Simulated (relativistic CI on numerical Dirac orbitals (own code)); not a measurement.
**Pt⁶⁺: O2,3 absorption edge**

Computed with this model: Dirac-Coulomb-Breit CI, separate exchange-only KLI orbitals for each configuration, a model potential for QED, valence Slater integrals scaled by 0.8, multiplet model of core-to-valence dipole absorption; configurations [Xe] 4f14 5d4 → [Kr] 4d10 4f14 5s2 5p5 5d5; 300 K; Lorentzian 1.5 eV and Gaussian 0.3 eV FWHM. Energies are those of the free ion, without screening or charge transfer. The branching ratio is the share of the lower-energy edge in the whole absorption, uncertain by about 0.02 where the edges overlap. S is read from ⟨S²⟩ = S(S + 1).

Field parameters in Wybourne normalisation: D3d B²₀ = −7Dσ, B⁴₀ = −14Dq − 21Dτ, B⁴₃ = −14√(10/7) Dq; D4h B²₀ = −7Ds, B⁴₀ = 21(Dq − Dt), B⁴₄ = 21√(5/14) Dq; Td as Oh with Dq negative (B⁴₀ = 21Dq, B⁴₄ = √(5/14) B⁴₀). The field is a parameter set, without covalency.

free ion: ground-state S = 1.59, centroid 60.47 eV. Peaks (eV, height): 58.0 (100), 64.0 (34), 65.0 (33).

Td, 10Dq = -16450 cm⁻¹: ground-state S = 1.17, centroid 61.80 eV. Peaks (eV, height): 58.5 (100), 64.2 (34), 75.2 (9), 77.0 (13).

D3d, 10Dq = 42650, Dσ = -700, Dτ = 270 cm⁻¹: ground-state S = 1.02, centroid 63.91 eV. Peaks (eV, height): 52.0 (30), 58.8 (78), 61.0 (100), 64.0 (42), 69.8 (10), 73.0 (7), 77.5 (55), 81.2 (13).

D4h, 10Dq = 19300, Ds = -770, Dt = -220 cm⁻¹: ground-state S = 1.29, centroid 61.79 eV. Peaks (eV, height): 58.5 (100), 63.2 (33), 66.0 (24), 77.8 (15).

Strongest unbroadened transitions for D4h, 10Dq = 19300, Ds = -770, Dt = -220 cm⁻¹:

```tsv
Energy (eV)	Relative strength
57.09	27.5
57.22	27.0
57.71	39.9
57.81	31.5
57.84	47.6
58.02	30.6
58.32	45.7
58.35	100.0
58.36	38.7
58.46	53.4
58.86	66.1
58.87	62.4
58.89	55.1
59.22	30.2
60.16	54.0
61.11	33.0
61.29	25.1
66.29	33.4
```
